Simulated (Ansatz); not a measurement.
C$_{7}$H$_{9}$F$_{9}$O$_{4}$Ti, SMILES `C[O][Ti]([O]CC(F)(F)F)([O]CC(F)(F)F)[O]CC(F)(F)F`, 30 atoms. The species carries charge 0 and has multiplicity 1. Correlated methods include outer-core shells of Ti, which these sets cover unevenly. Scalar relativity is left out up to krypton. All runs use 11 threads of an AMD EPYC 7R13 on a shared host and a whole NVIDIA H100 80 GB. Correlated methods freeze the cores.

Q: Give the basis size and wall time and peak host memory of each of these runs in Ansatz. RKS PBE0-D4/def2-TZVP relaxation (75 steps); RHF-MP2/def2-QZVPP energy; RKS PBE0-D4/def2-QZVPP energy; RKS PBE0-D4/def2-SVP energy; RKS r2SCANh-D4/def2-TZVPP energy; RHF-MP2/def2-TZVPP energy; direct RPA on PBE orbitals/def2-TZVPP energy; RKS B97M-V/def2-TZVPP energy; RHF-CCSD(T)/def2-SVP energy; RKS ωB97M-V/def2-SVP energy; RKS SPW92 (LDA)/def2-TZVPP energy; RKS revPBE-D4/def2-TZVPP energy. (Best estimate.)

A: Computed: Other jobs shared the machine, so times are rough.

```json
{"level": "RKS PBE0-D4/def2-SVP", "job": "energy", "functions": "356", "wall time": "1.9 s", "peak host memory (GiB)": "1"}
{"level": "RKS ωB97M-V/def2-SVP", "job": "energy", "functions": "356", "wall time": "3 s", "peak host memory (GiB)": "1.2"}
{"level": "RKS revPBE-D4/def2-TZVPP", "job": "energy", "functions": "810", "wall time": "3.1 s", "peak host memory (GiB)": "1.4"}
{"level": "RHF-MP2/def2-TZVPP", "job": "energy", "functions": "810", "wall time": "4 s", "peak host memory (GiB)": "1.5"}
{"level": "RKS SPW92 (LDA)/def2-TZVPP", "job": "energy", "functions": "810", "wall time": "4.1 s", "peak host memory (GiB)": "1.4"}
{"level": "RKS r2SCANh-D4/def2-TZVPP", "job": "energy", "functions": "810", "wall time": "4.7 s", "peak host memory (GiB)": "1.5"}
{"level": "RKS B97M-V/def2-TZVPP", "job": "energy", "functions": "810", "wall time": "4.7 s", "peak host memory (GiB)": "1.6"}
{"level": "RKS PBE0-D4/def2-QZVPP", "job": "energy", "functions": "1503", "wall time": "6.5 s", "peak host memory (GiB)": "2.4"}
{"level": "direct RPA on PBE orbitals/def2-TZVPP", "job": "energy", "functions": "810", "wall time": "12 s", "peak host memory (GiB)": "6.5"}
{"level": "RHF-MP2/def2-QZVPP", "job": "energy", "functions": "1503", "wall time": "25 s", "peak host memory (GiB)": "27"}
{"level": "RHF-CCSD(T)/def2-SVP", "job": "energy", "functions": "356", "wall time": "48 s", "peak host memory (GiB)": "0.96"}
{"level": "RKS PBE0-D4/def2-TZVP", "job": "relaxation (75 steps)", "functions": "719", "wall time": "3 min", "peak host memory (GiB)": "2.1"}
```
